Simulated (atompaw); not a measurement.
**Cutoff test, hafnium (Hf), PAW (atompaw)**

* Element: Hf (Z = 72)
* Generator: atompaw 4.2.0.5
* Type: PAW
* Functional: PBEsol
* Relativity: scalar-relativistic
* Frozen core: [Xe] 4f14
* Valence charge: 4
* Reference configuration: 5d2 6s1 6p0 (charge +1)
* Partial waves: 6s (bound): rc 3.00 bohr; 6s channel at -0.05 Ry: rc 2.95 bohr; 6p (bound, empty): rc 3.00 bohr; 6p channel at 0.3 Ry: rc 3.00 bohr; 5d (bound): rc 2.35 bohr; 5d channel at 1.05 Ry: rc 2.35 bohr
* Local potential: troulliermartins scheme with l = 3 at 1 Ry, radius 2.70 bohr
* Core correction: smooth core density matched at 3.00 bohr
* Augmentation charge: sinc compensation charge, radius 2.35 bohr; PAW radius 3.00 bohr; waves and projectors: custom rrkj gramschmidtortho

The pseudo-atom Hamiltonian at the reference potential is diagonalised in spherical Bessel functions j_l(qr) that vanish at 20 bohr, with q² up to the cutoff. All-electron valence levels (Ry): 6s -0.8090, 6p -0.4655, 5d -0.6798.

**Question.** How do the lowest levels (Ry) of each channel move with the cutoff, and are there ghosts?

**Answer.**

```tsv
cutoff (Ry)	s #1	s #2	p #1	p #2	p #3	d #1	d #2	f #1	f #2	Σ f·Δε (mRy)
8	-0.8090	-0.2278	-0.4655	-0.2452	-0.1433	-0.6102	-0.1453	-0.0668	0.0250	139.3
10	-0.8090	-0.2278	-0.6695	-0.4654	-0.1436	-0.6466	-0.1499	-0.0668	0.0249	66.4
12	-0.8090	-0.4267	-0.8793	-0.4654	-0.1436	-0.6664	-0.1526	-0.0669	0.0249	26.8
15	-0.8090	-0.5595	-0.9944	-0.4655	-0.1436	-0.6756	-0.1542	-0.0669	0.0248	8.5
18	-0.8091	-0.6168	-1.0163	-0.4655	-0.1436	-0.6794	-0.1553	-0.0669	0.0248	0.9
21	-0.8091	-0.6232	-1.0238	-0.4655	-0.1436	-0.6795	-0.1555	-0.0669	0.0248	0.5
25	-0.8091	-0.6243	-1.0263	-0.4655	-0.1436	-0.6796	-0.1555	-0.0669	0.0248	0.5
400	-0.8091	-0.6255	-1.0272	-0.4655	-0.1436	-0.6798	-0.1555	-0.0669	0.0248	0.0
```

Result: ghost states, extra bound levels that the all-electron valence spectrum of the same l lacks: p at -14.0 eV, s at -8.5 eV (a true bound ghost makes a file unfit for plane-wave use); 10 mRy is reached at 15 Ry and 1 mRy at 18 Ry.
